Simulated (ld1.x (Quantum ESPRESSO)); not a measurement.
## u(r) = r·R(r): atom against pseudo-atom (palladium)

Columns: radius, all-electron u(r) and pseudo u(r) of the 4p shell (level -69.04 eV) of palladium in the configuration [Ar] 3d10 4s2 4p6 4d8.5 5s0 5p0; PBE, scalar-relativistic, TM semilocal scheme, ld1.x (Quantum ESPRESSO) 7.5.

| r (bohr) | all-electron | pseudo |
| --- | --- | --- |
| 0.075 | 0.3907 | 0.0125 |
| 0.150 | -0.0542 | 0.0499 |
| 0.225 | -0.5099 | 0.1126 |
| 0.300 | -0.5908 | 0.2005 |
| 0.375 | -0.3789 | 0.3132 |
| 0.450 | -0.0357 | 0.4484 |
| 0.525 | 0.3205 | 0.6000 |
| 0.600 | 0.6261 | 0.7570 |
| 0.675 | 0.8566 | 0.9032 |
| 0.750 | 1.0097 | 1.0206 |
| 0.825 | 1.0939 | 1.0950 |
| 0.900 | 1.1221 | 1.1221 |
| 0.975 | 1.1082 | 1.1082 |
| 1.050 | 1.0650 | 1.0650 |
| 1.125 | 1.0025 | 1.0025 |
| 1.200 | 0.9290 | 0.9290 |
| 1.275 | 0.8503 | 0.8503 |
| 1.350 | 0.7708 | 0.7708 |
| 1.425 | 0.6932 | 0.6932 |
| 1.500 | 0.6194 | 0.6194 |
| 1.575 | 0.5506 | 0.5506 |
| 1.650 | 0.4872 | 0.4872 |
| 1.725 | 0.4295 | 0.4295 |
| 1.800 | 0.3775 | 0.3775 |
| 1.875 | 0.3308 | 0.3308 |
| 1.950 | 0.2892 | 0.2892 |

Task: How many radial nodes do the two functions have?

Result: The all-electron 4p function has n − l − 1 = 2; the pseudo-wave has 0, since the states of the same l below it are removed with the core.

Task: At about which radius was the pseudo-wave matched?

Result: 0.95 bohr, where the columns begin to agree (steps of 0.07 bohr).

Task: Is the pseudo-wave norm-conserving?

Result: Yes: the TM semilocal scheme keeps the norm inside the radius equal to the all-electron one, which fixes the energy derivative of the logarithmic derivative at the level.
